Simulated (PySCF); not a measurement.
# Correlation energy of In³⁺ (indium, charge +3)

[Kr] 4d10, closed-shell 1S. Calculation: PySCF 2.14, in ANO-RCC-VTZP; scalar relativity by spin-free X2C-1e. Frozen: [Ar] 3d10; 18 electrons correlated.

```tsv
level	correlation energy (mhartree)
CCSD	-547.32
(T)	-9.22
CCSD(T)	-556.54
```

Diagnostics: T1 = 0.0032, D1 = 0.0060, largest double amplitude 0.015.

Question: Is a single reference adequate?

Answer: Yes, within this model without spin-orbit coupling: T1 lies below 0.03 and no double amplitude reaches 0.07.
